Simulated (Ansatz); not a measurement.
Reaction: AsH3 (arsane, SMILES [AsH3]) → AsH3+ (parent SMILES [AsH3], doublet) + e-
Each species at its own B3LYP-D3(BJ)/def2-TZVP minimum (Ansatz, an electronic-structure program).

Total energies in hartree (Ansatz). Radicals and triplets start from unrestricted determinants; spin-orbit coupling is neglected. Cores are frozen in correlated methods (noble-gas shells, and filled d and f shells in the p block). No relativity. The spin of H3As+ (parent SMILES [AsH3], doublet) was assumed, and the state is the lowest solution found for it.

```csv
species,HF/cc-pVTZ,CCSD(T)/cc-pVTZ,HF/cc-pVQZ,CCSD(T)/cc-pVQZ,CCSDT(Q)/cc-pVQZ
"1: AsH3 (arsane, SMILES [AsH3])",-2235.97331,-2236.16305,-2235.97699,-2236.17656,-2236.17756
"2: AsH3+ (parent SMILES [AsH3], doublet)",-2235.66101,-2235.81095,-2235.66480,-2235.82232,-2235.82313
```

**Question.** Work out the adiabatic ionisation energy (electronic) in eV: take Hartree-Fock from cc-pVQZ, extrapolate the CCSD(T) correlation energy as X^-3 (X = 3, 4), and add CCSDT(Q) - CCSD(T) in cc-pVQZ. 1 hartree = 27.211 eV.

**Answer.** 
Species 1: correlation (64·(-0.19957) - 27·(-0.18974))/37 = -0.20674; step -0.00100; E1 = -2235.97699 + (-0.20674) + (-0.00100) = -2236.18473
Species 2: correlation (64·(-0.15752) - 27·(-0.14994))/37 = -0.16305; step -0.00081; E2 = -2235.66480 + (-0.16305) + (-0.00081) = -2235.82866
-1·E1 +1·E2 = 0.35607 hartree = 9.69 eV.
